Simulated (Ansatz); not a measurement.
A structure relaxed at B3LYP-D4/def2-SVP in Ansatz, charge 0, singlet:

Cartesian coordinates in Å:
```
Sc -0.001 0.005 -0.003
Cl -1.724 -0.837 -1.219
Cl 2.118 -0.095 -0.815
Cl -0.392 0.926 2.036
```

Problem. Give its formula, name or SMILES and point group.

Solution. ScCl₃. Point group D3h (tolerance 0.1 Å).

Problem. Summarise the bond lengths by kind (pairs closer than 1.2 times the sum of covalent radii, bridged metal pairs left out).

Solution. 3 × Cl–Sc 2.27 Å. The metal has 3 neighbours: Cl 2.27 Å, Cl 2.27 Å, Cl 2.27 Å.
